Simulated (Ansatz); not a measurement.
A series at Si: from trichlorosilane, ligands are replaced one by one, each step taking up H₂S and setting free HCl; n counts the steps. Ansatz, PBE0-D4/def2-TZVP geometries. Each molecule was computed in one conformer, which needn't be the lowest.

```tsv
n	molecule	HOMO energy, ωB97M-V/def2-TZVPP (eV)
0	`Cl[SiH](Cl)Cl`	-11.62
1	`S[SiH](Cl)Cl`	?
2	`S[SiH](S)Cl`	-10.10
3	`S[SiH](S)S`	-9.71
```

Problem. By hand: fit a straight line y = ȳ + b (n − n̄) to the 3 given rows and predict n = 1.

Solution. n̄ = 1.667, ȳ = -10.477; Σ(n − n̄)(y − ȳ) = 3.053, Σ(n − n̄)² = 4.667, so b = 0.654 eV a step. Prediction: -10.477 + (0.654) × (-0.667) = -10.91 eV.

Problem. By hand: compare with the computed value, -10.29 eV, and give the steps along the whole series.

Solution. The line misses by 0.62 eV (computed minus predicted). Steps: 1.33, 0.19, 0.39 eV.

One step carries most of the change, so a line is a poor guide. The highest orbital can change its character along such a series. The miss is 32.5 % of the series' range.
